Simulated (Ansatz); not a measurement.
**Molecular dynamics of C2H8GeO2**

Input:

```yaml
crystal:
  periodic: [false, false, false]
  atoms:
    - { symbol: C, position_ang: [-1.878554, -0.247116, 1.23335] }
    - { symbol: O, position_ang: [-1.468806, 0.679243, 0.229186] }
    - { symbol: C, position_ang: [-0.394791, 0.251691, -0.549056] }
    - { symbol: O, position_ang: [0.811225, 0.173309, 0.21326] }
    - { symbol: Ge, position_ang: [2.604533, 0.250615, -0.822368] }
    - { symbol: H, position_ang: [-2.763901, 0.190287, 1.734258] }
    - { symbol: H, position_ang: [-1.082209, -0.420503, 1.989293] }
    - { symbol: H, position_ang: [-2.166375, -1.230697, 0.789964] }
    - { symbol: H, position_ang: [-0.307317, 0.992318, -1.378149] }
    - { symbol: H, position_ang: [-0.577186, -0.766875, -0.986365] }
    - { symbol: H, position_ang: [3.376935, -0.983983, -0.233389] }
    - { symbol: H, position_ang: [1.685599, 1.282896, 0.062882] }
    - { symbol: H, position_ang: [2.181246, -0.205886, -2.268365] }
basis:
  gaussian: { orbitals: def2-SVP }
hamiltonian:
  xc: revpbe
md:
  timestep: 0.5
  n_steps: 200
  ensemble: nve
  temperature: 300.0
  initial_velocities: maxwell_boltzmann
  seed: 5337
```

Command:

```bash
$ ansatz run input.yaml --threads 2 --pin off --max-ram 3072MiB --backend cpu --events-out ev --progress --plain --runs-dir out
```

It starts at the highest image of a converged band. Of that band: The profile has 2 maxima (images 2, 6) with wells between them (image 4): this band takes more than one step, which may be the mechanism or a detour left from its start path. Neighbouring images differ by up to 1.5 eV, so the band resolves the path poorly. A vibrational analysis at the climbing image gives one clearly imaginary mode, 1205i cm⁻¹: a first-order saddle point.

Output, in part (one step line in 3, the closing report, with atoms numbered from 0):

```
md step     0: t =     0.00 fs  T =   300.0 K  F+E_penalty+E_count = -62795.97319084 eV  E_kin = 0.426558 eV  conserved = -62795.54663285 eV  (30 SCF iters)
md step     3: t =     1.50 fs  T =   242.5 K  F+E_penalty+E_count = -62795.89052411 eV  E_kin = 0.344754 eV  conserved = -62795.54577014 eV  (32 SCF iters)
md step     6: t =     3.00 fs  T =   145.0 K  F+E_penalty+E_count = -62795.75077776 eV  E_kin = 0.206135 eV  conserved = -62795.54464295 eV  (32 SCF iters)
md step     9: t =     4.50 fs  T =   104.2 K  F+E_penalty+E_count = -62795.69305965 eV  E_kin = 0.148159 eV  conserved = -62795.54490073 eV  (32 SCF iters)
md step    12: t =     6.00 fs  T =   108.3 K  F+E_penalty+E_count = -62795.69917463 eV  E_kin = 0.153977 eV  conserved = -62795.54519803 eV  (32 SCF iters)
md step    15: t =     7.50 fs  T =   128.4 K  F+E_penalty+E_count = -62795.72769219 eV  E_kin = 0.182577 eV  conserved = -62795.54511492 eV  (32 SCF iters)
md step    18: t =     9.00 fs  T =   166.7 K  F+E_penalty+E_count = -62795.78214428 eV  E_kin = 0.236956 eV  conserved = -62795.54518812 eV  (31 SCF iters)
md step    21: t =    10.50 fs  T =   216.9 K  F+E_penalty+E_count = -62795.85382832 eV  E_kin = 0.308449 eV  conserved = -62795.54537888 eV  (32 SCF iters)
md step    24: t =    12.00 fs  T =   269.3 K  F+E_penalty+E_count = -62795.92791255 eV  E_kin = 0.382889 eV  conserved = -62795.54502361 eV  (33 SCF iters)
md step    27: t =    13.50 fs  T =   361.2 K  F+E_penalty+E_count = -62796.05794058 eV  E_kin = 0.513536 eV  conserved = -62795.54440423 eV  (32 SCF iters)
md step    30: t =    15.00 fs  T =   541.9 K  F+E_penalty+E_count = -62796.31559941 eV  E_kin = 0.770534 eV  conserved = -62795.54506508 eV  (32 SCF iters)
md step    33: t =    16.50 fs  T =   757.5 K  F+E_penalty+E_count = -62796.62306712 eV  E_kin = 1.077000 eV  conserved = -62795.54606716 eV  (32 SCF iters)
md step    36: t =    18.00 fs  T =   925.8 K  F+E_penalty+E_count = -62796.86207496 eV  E_kin = 1.316290 eV  conserved = -62795.54578541 eV  (31 SCF iters)
md step    39: t =    19.50 fs  T =  1067.8 K  F+E_penalty+E_count = -62797.06351334 eV  E_kin = 1.518206 eV  conserved = -62795.54530771 eV  (32 SCF iters)
md step    42: t =    21.00 fs  T =  1225.5 K  F+E_penalty+E_count = -62797.28861842 eV  E_kin = 1.742550 eV  conserved = -62795.54606792 eV  (30 SCF iters)
md step    45: t =    22.50 fs  T =  1344.3 K  F+E_penalty+E_count = -62797.45871980 eV  E_kin = 1.911447 eV  conserved = -62795.54727304 eV  (30 SCF iters)
md step    48: t =    24.00 fs  T =  1332.7 K  F+E_penalty+E_count = -62797.44220315 eV  E_kin = 1.894971 eV  conserved = -62795.54723232 eV  (30 SCF iters)
md step    51: t =    25.50 fs  T =  1199.2 K  F+E_penalty+E_count = -62797.25126336 eV  E_kin = 1.705117 eV  conserved = -62795.54614603 eV  (30 SCF iters)
md step    54: t =    27.00 fs  T =  1036.5 K  F+E_penalty+E_count = -62797.01934500 eV  E_kin = 1.473719 eV  conserved = -62795.54562595 eV  (31 SCF iters)
md step    57: t =    28.50 fs  T =   896.6 K  F+E_penalty+E_count = -62796.82034119 eV  E_kin = 1.274836 eV  conserved = -62795.54550477 eV  (31 SCF iters)
md step    60: t =    30.00 fs  T =   793.0 K  F+E_penalty+E_count = -62796.67276497 eV  E_kin = 1.127480 eV  conserved = -62795.54528476 eV  (31 SCF iters)
md step    63: t =    31.50 fs  T =   739.7 K  F+E_penalty+E_count = -62796.59716182 eV  E_kin = 1.051730 eV  conserved = -62795.54543145 eV  (31 SCF iters)
md step    66: t =    33.00 fs  T =   721.5 K  F+E_penalty+E_count = -62796.57175452 eV  E_kin = 1.025848 eV  conserved = -62795.54590693 eV  (30 SCF iters)
md step    69: t =    34.50 fs  T =   696.4 K  F+E_penalty+E_count = -62796.53637573 eV  E_kin = 0.990209 eV  conserved = -62795.54616643 eV  (30 SCF iters)
md step    72: t =    36.00 fs  T =   646.9 K  F+E_penalty+E_count = -62796.46568990 eV  E_kin = 0.919826 eV  conserved = -62795.54586372 eV  (31 SCF iters)
md step    75: t =    37.50 fs  T =   607.2 K  F+E_penalty+E_count = -62796.40893507 eV  E_kin = 0.863302 eV  conserved = -62795.54563277 eV  (30 SCF iters)
md step    78: t =    39.00 fs  T =   616.0 K  F+E_penalty+E_count = -62796.42123660 eV  E_kin = 0.875854 eV  conserved = -62795.54538241 eV  (31 SCF iters)
md step    81: t =    40.50 fs  T =   702.4 K  F+E_penalty+E_count = -62796.54423619 eV  E_kin = 0.998656 eV  conserved = -62795.54558052 eV  (31 SCF iters)
md step    84: t =    42.00 fs  T =   836.1 K  F+E_penalty+E_count = -62796.73568826 eV  E_kin = 1.188855 eV  conserved = -62795.54683326 eV  (30 SCF iters)
md step    87: t =    43.50 fs  T =   910.7 K  F+E_penalty+E_count = -62796.84196298 eV  E_kin = 1.294931 eV  conserved = -62795.54703246 eV  (30 SCF iters)
md step    90: t =    45.00 fs  T =   895.6 K  F+E_penalty+E_count = -62796.81983317 eV  E_kin = 1.273440 eV  conserved = -62795.54639293 eV  (31 SCF iters)
md step    93: t =    46.50 fs  T =   842.2 K  F+E_penalty+E_count = -62796.74323319 eV  E_kin = 1.197544 eV  conserved = -62795.54568895 eV  (31 SCF iters)
md step    96: t =    48.00 fs  T =   816.6 K  F+E_penalty+E_count = -62796.70649424 eV  E_kin = 1.161151 eV  conserved = -62795.54534324 eV  (31 SCF iters)
md step    99: t =    49.50 fs  T =   849.3 K  F+E_penalty+E_count = -62796.75354097 eV  E_kin = 1.207636 eV  conserved = -62795.54590537 eV  (30 SCF iters)
md step   102: t =    51.00 fs  T =   899.3 K  F+E_penalty+E_count = -62796.82500271 eV  E_kin = 1.278686 eV  conserved = -62795.54631680 eV  (30 SCF iters)
md step   105: t =    52.50 fs  T =   942.9 K  F+E_penalty+E_count = -62796.88633533 eV  E_kin = 1.340660 eV  conserved = -62795.54567494 eV  (30 SCF iters)
md step   108: t =    54.00 fs  T =  1026.2 K  F+E_penalty+E_count = -62797.00546132 eV  E_kin = 1.459170 eV  conserved = -62795.54629175 eV  (30 SCF iters)
md step   111: t =    55.50 fs  T =  1094.9 K  F+E_penalty+E_count = -62797.10460669 eV  E_kin = 1.556784 eV  conserved = -62795.54782260 eV  (30 SCF iters)
md step   114: t =    57.00 fs  T =  1041.0 K  F+E_penalty+E_count = -62797.02660389 eV  E_kin = 1.480210 eV  conserved = -62795.54639368 eV  (30 SCF iters)
md step   117: t =    58.50 fs  T =   970.5 K  F+E_penalty+E_count = -62796.92498971 eV  E_kin = 1.379845 eV  conserved = -62795.54514491 eV  (30 SCF iters)
md step   120: t =    60.00 fs  T =   977.6 K  F+E_penalty+E_count = -62796.93652204 eV  E_kin = 1.390014 eV  conserved = -62795.54650771 eV  (30 SCF iters)
md step   123: t =    61.50 fs  T =   963.0 K  F+E_penalty+E_count = -62796.91587323 eV  E_kin = 1.369185 eV  conserved = -62795.54668780 eV  (30 SCF iters)
md step   126: t =    63.00 fs  T =   889.9 K  F+E_penalty+E_count = -62796.81121937 eV  E_kin = 1.265306 eV  conserved = -62795.54591299 eV  (30 SCF iters)
md step   129: t =    64.50 fs  T =   813.2 K  F+E_penalty+E_count = -62796.70165079 eV  E_kin = 1.156256 eV  conserved = -62795.54539457 eV  (31 SCF iters)
md step   132: t =    66.00 fs  T =   776.3 K  F+E_penalty+E_count = -62796.64928094 eV  E_kin = 1.103777 eV  conserved = -62795.54550408 eV  (31 SCF iters)
md step   135: t =    67.50 fs  T =   769.3 K  F+E_penalty+E_count = -62796.63981616 eV  E_kin = 1.093878 eV  conserved = -62795.54593865 eV  (30 SCF iters)
md step   138: t =    69.00 fs  T =   756.0 K  F+E_penalty+E_count = -62796.62088515 eV  E_kin = 1.074950 eV  conserved = -62795.54593560 eV  (31 SCF iters)
md step   141: t =    70.50 fs  T =   733.5 K  F+E_penalty+E_count = -62796.58885370 eV  E_kin = 1.043005 eV  conserved = -62795.54584862 eV  (30 SCF iters)
md step   144: t =    72.00 fs  T =   708.2 K  F+E_penalty+E_count = -62796.55299674 eV  E_kin = 1.006904 eV  conserved = -62795.54609310 eV  (31 SCF iters)
md step   147: t =    73.50 fs  T =   672.0 K  F+E_penalty+E_count = -62796.50100305 eV  E_kin = 0.955450 eV  conserved = -62795.54555342 eV  (31 SCF iters)
md step   150: t =    75.00 fs  T =   662.4 K  F+E_penalty+E_count = -62796.48734260 eV  E_kin = 0.941895 eV  conserved = -62795.54544804 eV  (31 SCF iters)
md step   153: t =    76.50 fs  T =   685.6 K  F+E_penalty+E_count = -62796.52069524 eV  E_kin = 0.974773 eV  conserved = -62795.54592203 eV  (30 SCF iters)
md step   156: t =    78.00 fs  T =   706.5 K  F+E_penalty+E_count = -62796.55027593 eV  E_kin = 1.004601 eV  conserved = -62795.54567476 eV  (31 SCF iters)
md step   159: t =    79.50 fs  T =   739.3 K  F+E_penalty+E_count = -62796.59655341 eV  E_kin = 1.051247 eV  conserved = -62795.54530662 eV  (30 SCF iters)
md step   162: t =    81.00 fs  T =   813.8 K  F+E_penalty+E_count = -62796.70240093 eV  E_kin = 1.157103 eV  conserved = -62795.54529756 eV  (30 SCF iters)
md step   165: t =    82.50 fs  T =   932.8 K  F+E_penalty+E_count = -62796.87183951 eV  E_kin = 1.326279 eV  conserved = -62795.54556011 eV  (30 SCF iters)
md step   168: t =    84.00 fs  T =  1076.6 K  F+E_penalty+E_count = -62797.07654879 eV  E_kin = 1.530737 eV  conserved = -62795.54581205 eV  (30 SCF iters)
md step   171: t =    85.50 fs  T =  1220.2 K  F+E_penalty+E_count = -62797.28119809 eV  E_kin = 1.735014 eV  conserved = -62795.54618373 eV  (30 SCF iters)
md step   174: t =    87.00 fs  T =  1323.8 K  F+E_penalty+E_count = -62797.42922030 eV  E_kin = 1.882242 eV  conserved = -62795.54697835 eV  (30 SCF iters)
md step   177: t =    88.50 fs  T =  1315.3 K  F+E_penalty+E_count = -62797.41820317 eV  E_kin = 1.870209 eV  conserved = -62795.54799446 eV  (30 SCF iters)
md step   180: t =    90.00 fs  T =  1134.8 K  F+E_penalty+E_count = -62797.16062644 eV  E_kin = 1.613494 eV  conserved = -62795.54713205 eV  (30 SCF iters)
md step   183: t =    91.50 fs  T =   891.2 K  F+E_penalty+E_count = -62796.81195496 eV  E_kin = 1.267102 eV  conserved = -62795.54485318 eV  (31 SCF iters)
md step   186: t =    93.00 fs  T =   767.8 K  F+E_penalty+E_count = -62796.63769683 eV  E_kin = 1.091711 eV  conserved = -62795.54598592 eV  (30 SCF iters)
md step   189: t =    94.50 fs  T =   687.2 K  F+E_penalty+E_count = -62796.52415942 eV  E_kin = 0.977125 eV  conserved = -62795.54703409 eV  (30 SCF iters)
md step   192: t =    96.00 fs  T =   550.6 K  F+E_penalty+E_count = -62796.32866519 eV  E_kin = 0.782946 eV  conserved = -62795.54571920 eV  (30 SCF iters)
md step   195: t =    97.50 fs  T =   448.3 K  F+E_penalty+E_count = -62796.18209612 eV  E_kin = 0.637392 eV  conserved = -62795.54470389 eV  (31 SCF iters)
md step   198: t =    99.00 fs  T =   467.8 K  F+E_penalty+E_count = -62796.21020681 eV  E_kin = 0.665200 eV  conserved = -62795.54500652 eV  (31 SCF iters)
md step   200: t =   100.00 fs  T =   542.2 K  F+E_penalty+E_count = -62796.31627583 eV  E_kin = 0.770875 eV  conserved = -62795.54540127 eV  (30 SCF iters)
Total energy: -62796.31632452 eV, -2307.7220600542 hartree
Atom 0 at    -1.746782    -0.161005     1.262537 Å, force    -0.085275    -1.303465     0.319784 eV/Å
Atom 1 at    -1.417238     0.671343     0.170946 Å, force     0.192551    -0.698290     0.266136 eV/Å
Atom 2 at    -0.322312     0.142224    -0.622474 Å, force    -1.689245     1.541916    -0.493252 eV/Å
Atom 3 at     0.855242     0.011712     0.064343 Å, force     0.507876     0.198949     0.813467 eV/Å
Atom 4 at     2.535162     0.284374    -0.761189 Å, force    -1.202317     0.223856     0.405004 eV/Å
Atom 5 at    -2.585569     0.257768     1.876344 Å, force     0.444578     0.237017    -0.281219 eV/Å
Atom 6 at    -0.837188    -0.355084     1.884315 Å, force    -0.298421     0.205845     0.228470 eV/Å
Atom 7 at    -2.100102    -1.213791     0.964214 Å, force     0.160209     0.718625    -0.124415 eV/Å
Atom 8 at    -0.321629     0.975974    -1.342970 Å, force     0.529286     0.053203    -0.820003 eV/Å
Atom 9 at    -0.688488    -0.778942    -1.185131 Å, force     0.415295     0.001868     0.612771 eV/Å
Atom 10 at     2.550346    -1.240236    -0.625337 Å, force     1.747483    -0.436581     0.653934 eV/Å
Atom 11 at     3.511508     1.661017    -0.332448 Å, force    -1.125246    -1.768105    -0.443524 eV/Å
Atom 12 at     1.865447     0.086980    -2.121955 Å, force     0.403227     1.025164    -1.137153 eV/Å
Dipole moment:     0.560550    -0.025135    -0.167078 e Å
```

The run went to its last step. The conserved energy stayed within 0.18 meV per atom of its start (net change 0.095 meV per atom), so the integration is sound. The kinetic energy rose, since the run started high on the potential surface and went downhill. A run of 0.1 ps of so small a system gives no equilibrium averages. The orbitals stay closed-shell, which can raise the energy where a bond breaks towards radicals; this wasn't checked here.

Between its relaxed ends the band would form O4–H12 and break Ge5–H12. These pairs go: O4–H12 1.42 → 3.15 Å, Ge5–H12 1.64 → 1.74 Å. In the last frame they stand as before the step (other bonds may differ from the relaxed reactants and products). It ends as one piece, C2H8GeO2. Pairs count as bonded within 1.25 times the sum of covalent radii (0.12 Å more for H–H).

Last frame:

```xyz
13
Properties=species:S:1:pos:R:3
C -1.747 -0.161 1.262
O -1.417 0.671 0.171
C -0.322 0.142 -0.623
O 0.855 0.012 0.064
Ge 2.535 0.284 -0.761
H -2.586 0.258 1.876
H -0.837 -0.355 1.884
H -2.100 -1.214 0.964
H -0.322 0.976 -1.343
H -0.689 -0.779 -1.185
H 2.550 -1.240 -0.625
H 3.511 1.661 -0.332
H 1.865 0.087 -2.122
```

Time of the run: 3.6 min on 2 threads of AMD EPYC 9R45 96-Core Processor (Zen 5) (shared host), peak memory 0.19 GiB.
